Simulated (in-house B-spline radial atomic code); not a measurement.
Configurations of Ru V (Ru4+), with energies counted from [Kr] (4d3/2)4. Computed with a radial B-spline atomic code at the basis-set limit: Dirac-Hartree-Fock, average of each configuration as written, Fermi nucleus of rms radius 4.4809 fm. Energies include first-order Breit, QED and recoil terms.

Occupations are held fixed; configurations that lie above the ionisation limit could autoionise.

| configuration | E - E(ref) (eV) | highest orbital | its <r> (bohr) |
| --- | --- | --- | --- |
| [Kr] (4d3/2)2 (4d5/2)1 7s1 | 44.962 | 7s1/2 | 7.025 |
| [Kr] (4d3/2)1 (4d5/2)2 (7f7/2)1 | 52.572 | 7f7/2 | 12.2 |
| [Ar] 3d10 4s2 (4p1/2)1 (4p3/2)4 (4d3/2)3 (4d5/2)2 | 52.988 | 4d3/2 | 1.361 |
| [Ar] 3d10 4s2 (4p1/2)2 (4p3/2)3 (4d3/2)3 (4d5/2)1 (5f7/2)1 | 90.159 | 5f7/2 | 5.392 |

Q: Order these further configurations by energy, lowest first.
A. [Kr] (4d3/2)2 (4d5/2)2
B. [Kr] (4d3/2)1 (4d5/2)2 (5f7/2)1
C. [Ar] 3d10 4s2 (4p1/2)2 (4p3/2)3 (4d5/2)4 (4f7/2)1
D. [Kr] (4d3/2)3 (7p1/2)1
E. [Kr] (4d3/2)3 (7g9/2)1

A: A (1.6524 eV), B (45.051 eV), D (45.602 eV), E (51.797 eV), C (84.727 eV).
